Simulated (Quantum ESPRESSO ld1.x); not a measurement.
All-electron atom: the erbium ion Er4+ in [Xe] 4f10. Method: Dirac Kohn-Sham, PBE, spin-unpolarised, spherical densities, point nucleus; open shells fill j = l - 1/2 first; computed with ld1.x of Quantum ESPRESSO 7.5.

Unscreened Slater integrals over Kohn-Sham orbitals (cm^-1). Large and small components are both included.

\begin{tabular}{lr}
integral & value \\ \hline
F0(4f7/2,4f7/2) & 277320 \\
F2(4f7/2,4f7/2) & 132010 \\
F4(4f7/2,4f7/2) & 82854 \\
F6(4f7/2,4f7/2) & 59614 \\
F0(4f7/2,4f5/2) & 279120 \\
F2(4f7/2,4f5/2) & 132910 \\
F4(4f7/2,4f5/2) & 83431 \\
G2(4f7/2,4f5/2) & 132540 \\
G4(4f7/2,4f5/2) & 83208 \\
G6(4f7/2,4f5/2) & 59875 \\
F0(4f7/2,5p3/2) & 169360 \\
F2(4f7/2,5p3/2) & 56598 \\
G2(4f7/2,5p3/2) & 27269 \\
G4(4f7/2,5p3/2) & 21547 \\
F0(4f7/2,5p1/2) & 178270 \\
G4(4f7/2,5p1/2) & 25131 \\
F0(4f5/2,4f5/2) & 280950 \\
F2(4f5/2,4f5/2) & 133850 \\
F4(4f5/2,4f5/2) & 84031 \\
F0(4f5/2,5p3/2) & 169750 \\
F2(4f5/2,5p3/2) & 56119 \\
G2(4f5/2,5p3/2) & 26588 \\
G4(4f5/2,5p3/2) & 21090 \\
F0(4f5/2,5p1/2) & 178720 \\
G2(4f5/2,5p1/2) & 31586 \\
F0(5p3/2,5p3/2) & 140190 \\
F2(5p3/2,5p3/2) & 76009 \\
F0(5p3/2,5p1/2) & 144390 \\
G2(5p3/2,5p1/2) & 77246 \\
F0(5p1/2,5p1/2) & 149150 \\
\end{tabular}
